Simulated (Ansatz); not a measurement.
Two members of one family (Si nanocrystals, cubic, H-capped), computed with Ansatz in the gas phase. The two geometries come from different levels. Binding counts from free atoms in the multiplicity of their measured ground term, without zero-point energy. A dash marks a value that wasn't run or was left out as unsound. The structures are stationary points that may keep the symmetry of their start. Remarks come from the PBE and PBE0 runs and from stability tests at other levels; not every state was tested. HOMO above LUMO (over both spins in singlets and doublets, within one spin in higher multiplets; at PBE or PBE0), or a gap under 0.15 eV within one spin, warns that the state may not be the lowest or that an electron is smeared out.

First: Si47H50 (singlet, charge 0, r2SCAN-D4/def2-SVP geometry).

Cartesian coordinates in Å:
```
Si 0.957 5.023 -2.309
Si 0.542 1.608 -4.878
Si 3.916 3.170 -0.747
Si 3.558 0.112 -3.031
Si -2.387 3.007 -2.741
Si 0.942 4.368 1.400
Si -2.421 2.563 1.122
Si -2.840 -0.069 -5.015
Si 0.174 -1.746 -3.249
Si -2.808 -0.483 -1.193
Si 0.562 1.344 -0.968
Si 3.552 -0.338 0.798
Si 0.583 0.861 2.874
Si 0.180 -2.168 0.549
Si 3.982 2.872 3.007
Si 3.507 -1.032 4.671
Si -0.098 -5.301 -1.609
Si 3.183 -3.392 -1.527
Si 3.150 -3.893 2.252
Si -5.812 0.738 0.877
Si -3.166 -4.017 0.452
Si -2.814 -0.953 2.630
Si 0.133 -2.684 4.355
Si -1.367 5.127 -2.690
Si -1.773 2.009 -4.785
Si 1.578 3.448 -0.675
Si 1.217 0.356 -3.005
Si 4.551 2.233 -2.809
Si 4.591 1.764 1.022
Si 4.209 -1.290 -1.256
Si -1.772 1.622 -0.938
Si -4.759 2.823 1.150
Si -5.144 -0.210 -1.167
Si -1.388 4.628 1.568
Si 1.634 2.951 3.146
Si -1.761 1.136 2.878
Si -2.162 -1.451 -3.239
Si 0.840 -3.147 -1.486
Si -2.158 -1.894 0.574
Si -2.435 -5.367 -1.332
Si 1.216 -0.068 0.806
Si 4.177 -1.791 2.545
Si 1.194 -0.598 4.622
Si 0.811 -3.607 2.300
Si 3.859 -4.823 0.212
Si -5.148 -0.660 2.648
Si -2.194 -2.363 4.406
H 1.659 4.735 -3.599
H 1.427 6.365 -1.830
H 1.313 2.886 -4.995
H 0.839 0.782 -6.095
H 4.569 4.512 -0.573
H 3.961 -0.518 -4.333
H -3.878 3.187 -2.736
H 1.632 5.696 1.542
H -2.457 -0.704 -6.319
H -4.329 0.095 -4.989
H 0.612 -2.337 -4.559
H 4.472 4.288 2.913
H 4.610 2.251 4.213
H 4.293 0.157 5.123
H 3.748 -2.143 5.649
H 0.278 -5.938 -2.913
H 0.512 -6.119 -0.512
H 3.579 -3.966 -2.858
H 3.557 -4.778 3.395
H -7.305 0.913 0.897
H -4.657 -3.869 0.401
H -2.825 -4.731 1.726
H 0.571 -3.588 5.473
H -1.602 5.780 -4.020
H -2.002 5.988 -1.645
H -2.175 2.929 -5.902
H 4.131 3.122 -3.941
H 6.044 2.097 -2.851
H 6.080 1.573 0.966
H 5.703 -1.452 -1.252
H -5.166 3.760 0.053
H -5.168 3.430 2.458
H -5.553 0.680 -2.301
H -5.799 -1.544 -1.365
H -1.903 5.712 0.674
H -1.727 4.997 2.982
H 1.207 3.539 4.461
H -2.183 1.755 4.181
H -2.843 -2.782 -3.365
H -3.113 -4.960 -2.600
H -2.834 -6.784 -1.039
H 5.667 -1.971 2.506
H 0.755 0.013 5.921
H 0.136 -4.932 2.093
H 5.354 -4.933 0.218
H 3.290 -6.196 0.025
H -5.551 -0.046 3.955
H -5.818 -1.996 2.537
H -2.578 -1.704 5.697
H -2.924 -3.668 4.314
```

| level | HOMO (eV) | LUMO (eV) | gap (eV) | vertical triplet (eV) | binding per atom (eV) |
| --- | --- | --- | --- | --- | --- |
| PBE-D4/def2-SVP | -5.81 | -2.55 | 3.25 | 3.21 | 3.47 |
| r2SCAN-D4/def2-SVP | -6.05 | -2.51 | 3.54 | – | 3.46 |
| r2SCAN-D4/def2-mTZVP | -6.06 | -2.52 | 3.54 | – | 3.40 |
| PBE0-D4/def2-SVP | -6.71 | -1.96 | 4.74 | 3.90 | 3.46 |

Remarks: gap within one spin near zero at PBE or PBE0 (triplet).

Second: Si50H52 (singlet, charge 0, PBE-D4/def2-SVP geometry).

```xyz
102

Si   -4.526   -3.042   -2.163
Si   -1.583   -5.056    0.133
Si   -1.719   -2.137   -4.597
Si    0.960   -3.945   -2.543
Si   -3.924   -2.321    1.636
Si   -3.929    0.585   -2.986
Si   -3.474    1.408    0.722
Si   -1.273   -4.096    3.765
Si    1.405   -3.070    1.173
Si   -0.800   -0.405    2.799
Si    1.833   -2.231    4.924
Si   -1.262   -1.277   -0.902
Si    1.424   -0.231   -3.449
Si   -0.768    2.424   -1.839
Si    1.894    0.617    0.274
Si   -1.382    1.467   -5.610
Si    2.076    3.540   -4.323
Si    4.511   -1.403    2.405
Si    4.102   -2.060   -1.372
Si    4.574    1.637   -2.252
Si   -3.015    2.254    4.466
Si    2.356    1.448    3.976
Si   -0.323    3.299    1.896
Si    2.333    4.340   -0.656
Si    5.024    2.682    1.398
Si   -5.521   -2.725   -0.048
Si   -2.818   -4.364    2.015
Si   -2.838   -1.471   -2.634
Si   -0.155   -3.323   -0.566
Si   -0.640   -4.200   -4.252
Si   -0.141   -0.489   -5.189
Si    2.530   -2.282   -3.113
Si   -2.377   -0.643    1.063
Si   -4.568    2.028    2.711
Si   -1.905    0.203    4.783
Si   -5.017    1.367   -1.054
Si   -2.331    2.206   -3.586
Si   -1.879    3.041    0.150
Si    0.298   -2.454    3.155
Si    2.994   -1.432    0.607
Si    0.781    1.252    2.240
Si    3.435   -0.612    4.346
Si    0.322    0.375   -1.465
Si    3.021    1.407   -4.011
Si    0.799    4.082   -2.420
Si    3.437    2.293   -0.295
Si    5.692   -0.403   -1.891
Si   -1.442    3.904    3.875
Si    4.050    3.020    3.518
Si    1.107    5.043    1.226
H    -3.974   -4.441   -2.244
H    -5.581   -2.909   -3.234
H    -2.482   -5.530   -0.980
H    -0.705   -6.218    0.536
H    -2.735   -2.264   -5.712
H     1.679   -5.252   -2.297
H    -4.633   -1.915    2.909
H    -4.911    0.403   -4.121
H    -0.546   -5.393    4.026
H    -1.969   -3.680    5.037
H     2.120   -4.388    1.380
H     2.498   -3.565    5.164
H     1.097   -1.835    6.181
H    -2.511    1.115   -6.551
H    -0.550    2.535   -6.272
H     1.266    3.618   -5.590
H     3.199    4.544   -4.432
H     4.938   -2.833    2.645
H     5.748   -0.606    2.088
H     4.785   -3.389   -1.137
H     5.569    2.717   -2.615
H    -3.731    2.659    5.736
H     1.636    1.846    5.245
H     3.372    5.370   -1.036
H     5.995    1.533    1.477
H     5.810    3.912    1.009
H    -6.287   -3.972    0.325
H    -6.509   -1.592   -0.129
H    -3.848   -5.416    2.365
H    -1.641   -5.260   -3.864
H     0.036   -4.631   -5.531
H     0.599   -0.920   -6.436
H     3.237   -2.664   -4.395
H    -5.599    0.981    3.058
H    -5.287    3.337    2.490
H    -2.894   -0.874    5.155
H    -0.897    0.322    5.901
H    -6.237    0.551   -0.714
H    -5.466    2.789   -1.292
H    -3.014    3.542   -3.778
H    -2.589    4.359   -0.069
H     4.447   -0.437    5.456
H     3.738    0.961   -5.265
H     0.054    5.380   -2.637
H     6.449   -0.787   -3.140
H     6.683   -0.267   -0.761
H    -2.140    5.225    3.663
H    -0.431    4.081    4.982
H     3.513    4.424    3.600
H     5.118    2.878    4.578
H     0.235    6.210    0.826
H     1.998    5.499    2.352
```

Problem. What does the change do? Estimate second minus first.

Solution. 
| level | Δ HOMO (eV) | Δ LUMO (eV) | Δ gap (eV) | Δ vertical triplet (eV) | Δ binding per atom (eV) |
| --- | --- | --- | --- | --- | --- |
| PBE-D4/def2-SVP | -0.02 | -0.07 | -0.05 | -0.05 | 0.02 |
| r2SCAN-D4/def2-SVP | -0.02 | -0.07 | -0.05 | – | 0.01 |
| r2SCAN-D4/def2-mTZVP | -0.02 | -0.07 | -0.05 | – | 0.01 |
| PBE0-D4/def2-SVP | -0.01 | -0.07 | -0.06 | -0.07 | 0.02 |

Remarks: gap within one spin near zero at PBE or PBE0 (triplet).
